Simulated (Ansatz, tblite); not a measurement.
Removing and adding an electron: Sr₈O₈ (started as a model of: 2x2x4 SrO rock-salt block). Total charge 0; singlet. Geometry: r2SCAN-D4/def2-SVP. Ansatz, gas phase; energy differences of separate SCF runs; the oxidised species was run as a doublet alone; the reduced species was run as a doublet alone.

```tsv
atom	x (Å)	y (Å)	z (Å)
Sr1	-3.968	0.323	-0.303
O2	-1.783	0.943	0.371
Sr3	0.374	1.785	1.182
O4	2.636	2.239	1.760
O5	-3.082	-0.195	-2.350
Sr6	-0.899	0.624	-1.877
O7	1.310	1.223	-0.996
Sr8	3.476	1.934	-0.349
O9	-3.412	-1.834	0.229
Sr10	-1.289	-1.307	1.163
O11	0.960	-0.514	1.738
Sr12	3.111	0.124	2.500
Sr13	-2.618	-2.381	-1.848
O14	-0.488	-1.652	-1.112
Sr15	1.814	-1.101	-0.467
O16	3.858	-0.210	0.361
```

In the def2 sets Sr takes a core potential; there is no spin–orbit coupling. The xTB rows come from tblite. HOMO above LUMO, or a gap near zero within one spin, warns that the state may not be the lowest or that an electron is smeared out.

```csv
level,−HOMO (eV),vertical IE (eV),−LUMO (eV),vertical EA (eV),HOMO–LUMO gap (eV),IE − EA (eV),remarks
GFN1-xTB,10.08,11.10,8.39,7.74,1.69,3.35,–
GFN2-xTB,10.51,12.53,10.20,8.27,0.31,4.26,–
PBE-D4/def2-SVP,3.54,–,1.27,0.29,2.26,–,"HOMO above zero (-1 doublet), gap within one spin near zero (-1 doublet)"
PBE0-D4/def2-SVP,4.63,5.75,0.68,0.05,3.95,5.70,HOMO above zero (-1 doublet)
```

Relaxing the oxidised species (r2SCAN-D4/def2-SVP) changes its energy by -0.19 eV at PBE0-D4/def2-SVP, so the adiabatic ionisation energy to this nearest minimum is 5.56 eV.  Run but left out: PBE-D4/def2-SVP (charge +1 doublet: an occupied level 0.01 eV above an empty one).   A HOMO above zero means that the electron is unbound at that level or that self-interaction error raises the level; the energy of removing that electron tells which. Raw xTB energy differences between charge states are shifted by several eV; the methods need an empirical correction for them. Sets without diffuse functions give affinities that are too small.
